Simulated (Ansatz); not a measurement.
Calculated with Ansatz (gas phase, PBE0-D4/def2-TZVP geometries, no zero-point term in ΔE). CCSD(T)/CBS is the MP2 limit (def2-TZVPP, def2-QZVPP) plus CCSD(T) − MP2 in def2-TZVPP, frozen cores. This one scheme is used for every species. DFT in def2-TZVPP. B3LYP here is the variant with VWN-RPA as its local correlation; programs differ in this. One conformer a species, not always the lowest.

`CO[SiH2][SiH2]Cl` + H–F → `F[SiH2][SiH2]Cl` + CH₃OH  (ligand exchange at the Si–O bond)

```json
{"level": "PBE-D4", "ΔE (kJ/mol)": "-36.2", "difference from CCSD(T)/CBS": "-2.5"}
{"level": "r2SCAN-D4", "ΔE (kJ/mol)": "-39.2", "difference from CCSD(T)/CBS": "-5.5"}
{"level": "PBE0-D4", "ΔE (kJ/mol)": "-34.9", "difference from CCSD(T)/CBS": "-1.2"}
{"level": "B3LYP-D4", "ΔE (kJ/mol)": "-36.7", "difference from CCSD(T)/CBS": "-3.0"}
{"level": "ωB97X-V", "ΔE (kJ/mol)": "-38.5", "difference from CCSD(T)/CBS": "-4.8"}
{"level": "ωB97M-V", "ΔE (kJ/mol)": "-37.7", "difference from CCSD(T)/CBS": "-4.0"}
{"level": "B2PLYP", "ΔE (kJ/mol)": "-39.8", "difference from CCSD(T)/CBS": "-6.1"}
{"level": "PBE", "ΔE (kJ/mol)": "-41.4", "difference from CCSD(T)/CBS": "-7.7"}
{"level": "r2SCAN", "ΔE (kJ/mol)": "-40.8", "difference from CCSD(T)/CBS": "-7.1"}
{"level": "PBE0", "ΔE (kJ/mol)": "-39.5", "difference from CCSD(T)/CBS": "-5.8"}
{"level": "B3LYP", "ΔE (kJ/mol)": "-44.8", "difference from CCSD(T)/CBS": "-11.1"}
{"level": "HF/def2-TZVPP", "ΔE (kJ/mol)": "-46.0", "difference from CCSD(T)/CBS": "-12.3"}
{"level": "MP2/def2-TZVPP", "ΔE (kJ/mol)": "-30.4", "difference from CCSD(T)/CBS": "3.3"}
{"level": "SCS-MP2/def2-TZVPP", "ΔE (kJ/mol)": "-34.8", "difference from CCSD(T)/CBS": "-1.1"}
{"level": "CCSD/def2-TZVPP", "ΔE (kJ/mol)": "-35.3", "difference from CCSD(T)/CBS": "-1.6"}
{"level": "CCSD(T)/def2-TZVPP", "ΔE (kJ/mol)": "-33.3", "difference from CCSD(T)/CBS": "0.4"}
{"level": "HF/def2-QZVPP", "ΔE (kJ/mol)": "-47.1", "difference from CCSD(T)/CBS": "-13.4"}
{"level": "MP2/def2-QZVPP", "ΔE (kJ/mol)": "-31.0", "difference from CCSD(T)/CBS": "2.7"}
{"level": "SCS-MP2/def2-QZVPP", "ΔE (kJ/mol)": "-35.4", "difference from CCSD(T)/CBS": "-1.7"}
{"level": "HF/CBS(def2)", "ΔE (kJ/mol)": "-47.2", "difference from CCSD(T)/CBS": "-13.5"}
{"level": "MP2/CBS(def2)", "ΔE (kJ/mol)": "-30.9", "difference from CCSD(T)/CBS": "2.8"}
{"level": "CCSD/CBS(def2)", "ΔE (kJ/mol)": "-35.7", "difference from CCSD(T)/CBS": "-2.0"}
{"level": "CCSD(T)/CBS", "ΔE (kJ/mol)": "-33.7", "difference from CCSD(T)/CBS": "0"}
```

Largest T1 diagnostic among the species: 0.011.

The D4 term adds +8.1 kJ/mol with B3LYP and +4.6 kJ/mol with PBE0; it sums over pairs of atoms, weighted by their polarisabilities, and B3LYP, whose exchange is more repulsive, gets the larger term. In def2-TZVPP, CCSD(T) changes the Hartree–Fock value by +12.8 kJ/mol (the triples alone add +2.0 kJ/mol) and MP2 by +15.6 kJ/mol.
